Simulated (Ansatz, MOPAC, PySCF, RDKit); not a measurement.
Noncovalent pair: C2H3N (SMILES CC#N) (first 6 atoms) with CH5N (SMILES CN); geometry from B3LYP-D3(BJ)/def2-TZVP, rigid monomers moved along the line of their centres of mass till H5···N8 is 3.36 Å.
(charge 0, multiplicity 1):
```xyz
13

C      0.193     1.302     0.163
C     -0.637     0.109     0.142
N     -1.293    -0.836     0.162
H     -0.289     2.106    -0.394
H      0.324     1.602     1.205
H      1.164     1.094    -0.287
C      0.843    -0.637     4.513
N     -0.165     0.405     4.307
H      1.766    -0.182     4.877
H      1.062    -1.114     3.557
H      0.551    -1.425     5.218
H     -0.411     0.845     5.186
H     -1.014    -0.002     3.930
```

Counterpoise-corrected where a basis set is named; no monomer relaxation. Rows marked so take none. RDKit's UFF carries no charges.

Correlated levels freeze the cores. Rows in 3-21G, 6-31G* carry no dispersion term and start afresh at each structure (6-31G* with six Cartesian d functions). The state that PM6 reach isn't checked.

The values were computed with Ansatz (Gaussian orbitals); MOPAC for PM6 (differences of heats of formation); PySCF for 3-21G rows, 6-31G* rows, the dispersion terms; RDKit for the force fields. Each number belongs to the level named beside it.

```
level                          interaction energy (meV)
-----------------------------  ------------------------
UFF                                               -33.4
PM6                                               -73.0
PBE-D3(BJ)/def2-TZVPPD                           -118.0
PBE-D4/def2-TZVPPD                               -117.6
BP86/6-31G* (no counterpoise)                     -92.5
r2SCAN-D4/def2-TZVPPD                            -107.9
B3LYP/3-21G (no counterpoise)                         ?
PBE0-D3(BJ)/def2-TZVPPD                          -116.7
CCSD(T)/aug-cc-pVDZ                                   ?
```

Fill in the missing entries.


- B3LYP/3-21G (no counterpoise), interaction energy (meV): -111.5
- CCSD(T)/aug-cc-pVDZ, interaction energy (meV): -103.4

Ansatz is an electronic-structure program.
